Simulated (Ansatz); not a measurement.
`[OH][GeH]([Cl])[Cl]` → Cl₂ + `[OH][GeH]` at 298.15 K and 1 bar (germylene formation by 1,1-elimination).

Computed with Ansatz on PBE0-D4/def2-TZVP structures; ΔE is electronic, products minus reactants. CCSD(T)/CBS is the MP2 limit (def2-TZVPP, def2-QZVPP) plus CCSD(T) − MP2 in def2-TZVPP, frozen cores. This one scheme is used for every species. For Ge outer-core shells are correlated without core-valence functions, which leaves a few kJ/mol of doubt a bond. Scalar relativity is left out up to krypton. Each species was taken in one conformer, which may not be the lowest.

```tsv
species	CCSD(T)/CBS energy (Eh)	H − E (kJ/mol)	S (J/(mol·K))
`[OH][GeH]([Cl])[Cl]`	-3072.15640	83.3	336.8
Cl₂	-919.51390	12.6	222.8
`[OH][GeH]`	-2152.47759	63.5	255.1
```

H − E and S are ideal-gas, rigid-rotor, harmonic terms from PBE0-D4/def2-TZVP, for one conformer and one mirror image of each species. 1 Eh = 2625.50 kJ/mol, R = 8.31446 J/(mol·K).

By hand: ΔE, ΔH, ΔS and ΔG.

ΔE = (-919.51390) + (-2152.47759) − (-3072.15640) = 0.16491 Eh = 433.0 kJ/mol. Δ(H − E) = 12.6 + 63.5 − 83.3 = -7.2, so ΔH = 425.8 kJ/mol. ΔS = 222.8 + 255.1 − 336.8 = 141.1 J/(mol·K). ΔG = 425.8 − 298.15 × (141.1)/1000 = 383.7 kJ/mol.

By hand: the equilibrium constant, and the temperature at which ΔG would vanish if ΔH and ΔS stayed fixed.

log₁₀ K = −ΔG/(RT ln 10) = -67.2. ΔG = 0 at ΔH/ΔS = 3018 K, far beyond where these terms or the molecules hold.

The number of gas molecules changes by +1, which sets the sign of ΔS. A doubt of 5 kJ/mol in ΔE shifts log₁₀ K by 0.9 here. Other conformers and mirror images would add mixing entropy, several J/(mol·K) or more a flexible species. These are equilibria of isolated gas molecules and say nothing of rates. Largest T1 diagnostic: 0.016 (customary marks: 0.02 for closed shells, 0.045 for open ones).
